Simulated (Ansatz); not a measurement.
A single point on CH₅NSSn (`[NH2][SnH]1[CH2][S]1`).

```yaml
crystal:
  periodic: [false, false, false]
  atoms:
    - {symbol: N, position_ang: [-0.929622, 1.671657, -0.366970]}
    - {symbol: Sn, position_ang: [0.604825, 0.405938, -0.047160]}
    - {symbol: C, position_ang: [0.192479, -1.499705, 0.730246]}
    - {symbol: S, position_ang: [0.555656, -1.744878, -1.080195]}
    - {symbol: H, position_ang: [-1.767488, 1.186503, -0.664455]}
    - {symbol: H, position_ang: [-0.719724, 2.376315, -1.062989]}
    - {symbol: H, position_ang: [2.067588, 1.242545, 0.078242]}
    - {symbol: H, position_ang: [-0.834167, -1.721028, 1.006453]}
    - {symbol: H, position_ang: [0.918954, -1.963547, 1.389928]}
basis:
  gaussian: {orbitals: def2-QZVPP}
correlation: {method: mp2}
```

```sh
$ ansatz run in.yaml --threads 4 --pin off --events-out ev --progress --plain --max-ram 10444MiB
```

It prints (some lines left out):

```
Functional definition: HF
  name "HF"
  cite "Fock, Z. Phys. 61, 126 (1930) doi:10.1007/BF01340294"
  parent pbe
  exchange = exact_x
  correlation = 0
2507 factors; integrals over basis functions are off by at most 9.1e-4 eV
mean field evaluation 1: about -19211.1114 eV, gradient 4.2e1 eV
mean field evaluation 2: about -19211.2374 eV, gradient 4.2e1 eV
mean field evaluation 4: about -19215.3110 eV, gradient 3.8e0 eV
mean field evaluation 8: about -19215.3724 eV, gradient 3.5e-1 eV
mean field evaluation 16: about -19215.3731 eV, gradient 2.8e-6 eV
mean field -19215.37310894 eV, -706.1519371060 hartree, gradient 2.8e-6 eV, S^2 0.000000; 0 other end points of the search recorded, 0 dependent functions left out
11 core orbitals not correlated: weight in the atoms' cores, before any rotation towards them, 1.000 or more for the frozen orbitals, at most 0.000 for the correlated occupied ones
reference -19215.37310894 eV, -706.1519371060 hartree; 17, 17 occupied and 388, 388 virtual orbitals, 2507 factors
second order -31.19869444 eV of doubles, -0.00000000 eV of singles
Total energy: -19246.57180338 eV, -707.2984679792 hartree
```

Hardware: 4 threads of an Arm Neoverse V1 on a shared host. Wall time 18 s, peak host memory 2.1 GiB.
